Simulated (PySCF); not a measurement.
## Correlation energy of B (boron, neutral)

[He] 2s2 3s1, 2S determinant (an excited configuration). Computed with PySCF 2.14 in aug-cc-pwCVTZ (7s6p4d2f, 59 functions), with no relativity, point nucleus. Frozen: 1s2; 3 electrons correlated.

MP2 pair energies summed by pair of shells (mhartree):

| pair | energy | share (%) |
| --- | --- | --- |
| 2s-2s | -36.74 | 85.2 |
| 2s-3s | -6.37 | 14.8 |

Total MP2 correlation energy: -43.11 mhartree.

Same-spin part -2.12 and opposite-spin part -41.00 mhartree; SCS-MP2 scales them by 1/3 and 6/5 to -49.90 mhartree.
